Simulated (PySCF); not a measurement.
`C[C@H]1CC[Si@@H]1CCl`, C5H11ClSi

Geometry (Å), atoms numbered from 1 in this order:
```xyz
18

C    -0.9618    1.8016   -0.8840
C    -0.6070    0.6954    0.0960
C    -1.5712   -0.5120    0.0933
C    -0.5578   -1.6704    0.1718
Si    0.8638   -0.4767   -0.2798
C     2.3767   -0.4301    0.8831
Cl    3.3722    0.9794    0.4310
H    -1.9254    2.2433   -0.6316
H    -0.2097    2.5873   -0.8658
H    -1.0218    1.4107   -1.8975
H    -0.5516    1.1279    1.0984
H    -2.1196   -0.5494   -0.8465
H    -2.2941   -0.5020    0.9076
H    -0.7763   -2.4877   -0.5089
H    -0.4976   -2.0891    1.1744
H     1.3410   -0.5075   -1.6639
H     3.0106   -1.3062    0.7787
H     2.1209   -0.3082    1.9322
```

Method: TDDFT B3LYP/def2-SVPD circular dichroism and optical rotation, one conformer, gas phase in PySCF. Geometry: GFN2-xTB.

The molecule is flexible and this is one conformer; a measurement averages over conformers.

Problem. Draw the ECD and absorption spectra from the lowest 8 states, each a Gaussian of half-width 0.3 eV at 1/e height.

Solution. 
```csv
E (eV),λ (nm),Δε (L mol⁻¹ cm⁻¹),ε (L mol⁻¹ cm⁻¹)
5.69,218,+0.97,90.4
5.79,214,+2.56,258
5.89,211,+5.31,611
5.99,207,+8.44,1220
6.09,204,+9.74,2080
6.19,200,+6.75,3080
6.29,197,-0.82,3980
6.39,194,-10.28,4480
6.49,191,-18.24,4430
6.59,188,-23.45,4020
6.69,185,-26.18,3710
6.79,183,-25.58,3800
6.89,180,-19.57,4160
```
Δε uses R in velocity form, ε uses f in length form. Only the states computed contribute, so the short-wavelength end is incomplete.
